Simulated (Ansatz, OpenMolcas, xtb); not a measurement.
**CuCl (SMILES [Cl][Cu]): methods side by side**

CuCl has 2 atoms, charge 0, and is taken as a singlet. As SMILES, `[Cl][Cu]`. The shape is that of a PBE0-D4/def2-TZVP optimisation.

```tsv
atom	x (Å)	y (Å)	z (Å)
Cl	0.8983	-0.3452	0.4464
Cu	-0.8688	0.2850	-0.4424
```

Quantity: the vertical energy of the triplet above the singlet, in eV. The values are calculated.

```csv
level,kind,program,value (eV),less CCSD(T)/cc-pVTZ,CPU time (all runs)
GFN1-xTB,semi-empirical,xtb,3.52,+1.03,under 2 s
HF/cc-pVTZ,Hartree–Fock,Ansatz,0.35,-2.14,24 s
SVWN5/cc-pVTZ,LDA,OpenMolcas,2.47,-0.02,50 s
PBE/cc-pVTZ,GGA,Ansatz,2.30,-0.19,89 s
TPSS/cc-pVTZ,meta-GGA,OpenMolcas,2.26,-0.23,88 s
PBE0/cc-pVTZ,global hybrid,OpenMolcas,2.27,-0.22,59 s
MP2/cc-pVTZ,perturbation theory,Ansatz,4.02,+1.53,40 s
CCSD(T)/cc-pVTZ,coupled cluster or CI,Ansatz,2.49,0.00,97 s
CCSD/cc-pVTZ,coupled cluster or CI,Ansatz,2.32,-0.17,67 s
```

Differences are taken from CCSD(T)/cc-pVTZ for orientation; it has basis-set and higher-order errors of its own. The values span 0.35 to 4.02 eV. The xTB rows lack spin polarisation, so open shells miss the exchange term that lowers them. Times are those of the runs behind each value, whatever else they computed, on shared processors of several kinds: orders of magnitude only.
